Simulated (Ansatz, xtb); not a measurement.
## Relative energy of two isomers of BGeH5S

Structure a is `B[S][GeH3]`, a singlet and structure b is `S[BH][GeH3]`, a singlet. Both are isolated molecules in the gas phase, relaxed with PBE-D3(BJ)/def2-SVP; the shapes shown needn't be the lowest conformers.

a (Å):

```xyz
8

B    -2.3010   -0.9688   -0.1206
Ge    0.3099   -0.3480    1.5202
S    -1.0605    0.3081   -0.1728
H    -3.1917   -0.8745   -0.9399
H    -2.2593   -1.8785    0.6842
H     0.8496   -1.7631    1.2023
H    -0.4961   -0.3461    2.8413
H     1.4621    0.6849    1.5742
```

b (Å):

```yaml
atoms:
  - { symbol: B, position_ang: [-0.8605, -0.6380, -0.2641] }
  - { symbol: Ge, position_ang: [-0.1369, -0.7611, 1.6621] }
  - { symbol: S, position_ang: [-2.5669, -0.3773, -0.6745] }
  - { symbol: H, position_ang: [-3.1016, -0.3060, 0.5826] }
  - { symbol: H, position_ang: [-0.1390, -0.7400, -1.2363] }
  - { symbol: H, position_ang: [0.5525, -2.1294, 1.9259] }
  - { symbol: H, position_ang: [0.9267, 0.3374, 1.9432] }
  - { symbol: H, position_ang: [-1.2772, -0.5955, 2.7098] }
```

Quicker runs give these differences E(b) − E(a): GFN2-xTB +11.9 kcal/mol; HF/STO-3G −0.7 kcal/mol (at GFN2-xTB geometries); r2SCAN-D4/def2-SVP −6.5 kcal/mol (at GFN2-xTB geometries).

Task: Which of the two would you expect CCSD(T)/def2-TZVP electronic energies to favour?

Result: Structure a; the calculation gives E(b) − E(a) = +10.1 kcal/mol.

The same difference at several levels:

```csv
level,geometry,E(b) − E(a) (kcal/mol),departure from the last row (kcal/mol),"job, with rough time for the two"
GFN2-xTB,GFN2-xTB,+11.9,+1.8,"optimisation, 0.13 s"
HF/STO-3G,GFN2-xTB,−0.7,−10.8,"single point, 0.32 s"
r2SCAN-D4/def2-SVP,GFN2-xTB,−6.5,−16.6,"single point, 1.7 s"
PBE-D3(BJ)/def2-SVP,PBE-D3(BJ)/def2-SVP,+7.4,−2.7,"optimisation, 30 s"
HF/def2-TZVP,PBE-D3(BJ)/def2-SVP,+13.0,+2.9,part of the CCSD(T) run
MP2/def2-TZVP,PBE-D3(BJ)/def2-SVP,+11.4,+1.3,part of the CCSD(T) run
CCSD(T)/def2-TZVP,PBE-D3(BJ)/def2-SVP,+10.1,,"single point, 20 s"
```

As drawn, b has 1 B–Ge, 1 S–H in place of 1 Ge–S, 1 B–H.

HF/STO-3G, r2SCAN-D4/def2-SVP put the two in the other order. The largest departure from CCSD(T)/def2-TZVP is that of r2SCAN-D4/def2-SVP, 16.6 kcal/mol.

With harmonic frequencies from PBE-D3(BJ)/def2-SVP (ideal gas, rigid rotor, one conformer each, 298.15 K, 1 atm): on the last row, ΔE + ΔZPE = +9.8 kcal/mol. A mode under 50 cm⁻¹ makes harmonic enthalpies and free energies unreliable, so none is given.

The correlated steps freeze 15 core orbitals; the filled d shell of Ge is correlated, in a basis made for valence electrons. Run with Ansatz 0.2.0, xtb 6.7.1; the last row on 2 threads of Intel(R) Xeon(R) 6975P-C (Granite Rapids) on a shared host.
